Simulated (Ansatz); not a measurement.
A nudged elastic band was laid between two geometries of C4H10OSi (16 atoms, charge 0, multiplicity 1).

All numbers below come from RKS revPBE/def2-SVP in Ansatz.

- movable images: 9
- climbing image: yes
- spring: 5.0 eV/Å²
- optimiser: quadratic models (default)
- start path: through a guess of the saddle point
- force threshold: 0.03 eV/Å
- iteration limit: 52
- end points: relaxed

Initial state:

```xyz
16
Properties=species:S:1:pos:R:3
C -1.283 -2.303 -0.595
C -0.553 -1.532 -1.432
O 0.259 -0.484 -1.119
Si 0.536 0.268 0.402
C 1.988 1.429 0.093
C -1.013 1.195 0.967
H -1.885 -3.123 -1.012
H -1.297 -2.163 0.497
H -0.560 -1.717 -2.522
H 0.909 -0.790 1.411
H 2.875 0.867 -0.265
H 2.271 1.957 1.028
H 1.732 2.192 -0.670
H -1.877 0.512 1.094
H -1.297 1.973 0.227
H -0.830 1.697 1.940
```

Final state:

```xyz
16
Properties=species:S:1:pos:R:3
C -1.221 -2.416 -1.688
C -0.664 -1.804 -0.622
O 0.011 -0.620 -0.707
Si 0.516 0.362 0.606
C 1.929 1.412 -0.064
C -0.932 1.411 1.221
H -1.731 -3.380 -1.557
H -1.169 -1.972 -2.693
H -0.717 -2.259 0.389
H 0.989 -0.553 1.712
H 2.758 0.774 -0.431
H 2.332 2.079 0.728
H 1.585 2.048 -0.905
H -1.769 0.772 1.573
H -1.320 2.066 0.413
H -0.619 2.057 2.068
```

(1) Which bonds break or form, and what moves?

(2) What energy profile does the band end with?

(3) What is the geometry of the highest image?

(4) What are the harmonic wavenumbers there?

## Answers

(1) No bond is made or broken. The dihedral C1–C2–O3–Si4 goes from -5 to 169°.

(2) The run converged. The highest image is number 5 of 0 to 10, 2.0 kcal/mol above the first end and 1.8 kcal/mol above the last; the last end lies 0.1 kcal/mol above the first. A vibrational analysis at the climbing image gives one clearly imaginary mode, 61i cm⁻¹: a first-order saddle point.

| image | path coordinate (Å) | energy (kcal/mol) | dihedral C1–C2–O3–Si4 (°) |
| --- | --- | --- | --- |
| 0 | 0.00 | 0.0 | -5 |
| 1 | 0.67 | 0.2 | 10 |
| 2 | 1.34 | 0.9 | 25 |
| 3 | 2.01 | 1.5 | 42 |
| 4 | 2.68 | 1.9 | 59 |
| 5 | 3.35 | 2.0 | 78 |
| 6 | 4.01 | 1.7 | 101 |
| 7 | 4.67 | 1.2 | 121 |
| 8 | 5.33 | 0.6 | 139 |
| 9 | 6.00 | 0.2 | 155 |
| 10 | 6.66 | 0.1 | 169 |

(3) 
```xyz
16
Properties=species:S:1:pos:R:3
C -1.682 -1.959 -1.071
C -0.341 -1.810 -1.104
O 0.334 -0.628 -0.973
Si 0.679 0.249 0.458
C 1.899 1.582 -0.080
C -0.889 0.982 1.221
H -2.123 -2.954 -1.230
H -2.360 -1.107 -0.906
H 0.322 -2.677 -1.297
H 1.317 -0.700 1.445
H 2.804 1.130 -0.535
H 2.219 2.196 0.787
H 1.440 2.259 -0.830
H -1.608 0.187 1.506
H -1.397 1.673 0.516
H -0.636 1.553 2.140
```

(4) 61i, 52, 118, 138, 175, 196, 228, 260, 487, 593, 606, 671, 675, 715, 740, 768, 821, 832, 875, 889, 947, 969, 1186, 1223, 1229, 1302, 1361, 1383, 1387, 1390, 1400, 1644, 2134, 2969, 2975, 3043, 3063, 3072, 3076, 3078, 3091, 3192 cm⁻¹.

The run took 5.5 min on 2 threads of Arm Neoverse V1, with other jobs on the host, peak memory 0.19 GiB.
